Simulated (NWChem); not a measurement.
Species: SiNH3OBrF; SMILES N[Si](O)(F)Br

```xyz
8

N     -0.4760     1.6202    -1.4214
Si     0.0317     0.8158     0.0104
O      1.6034     1.1854     0.3851
F     -1.0095     1.3095     1.1639
Br    -0.0330    -1.4083    -0.0050
H     -0.0102     1.3896    -2.3030
H     -1.4833     1.7307    -1.5693
H      1.7946     2.1374     0.2948
```
Atoms are numbered in this order, from 1.

Geometry: optimised at PBE-D3(BJ)/def2-SVP.

Problem. List the 4 lowest vertical singlet excitations from BHandHLYP/def2-SVP, TDA (NWChem).

Solution. 
| state | energy (eV) | oscillator strength | leading excitation (squared amplitude) |
|---|---|---|---|
| S1 | 7.72 | 0.055 | HOMO → LUMO (0.84) |
| S2 | 8.15 | 0.012 | HOMO−1 → LUMO (0.74) |
| S3 | 8.34 | 0.032 | HOMO−2 → LUMO (0.51) |
| S4 | 9.13 | 0.012 | HOMO → LUMO+1 (0.32) |
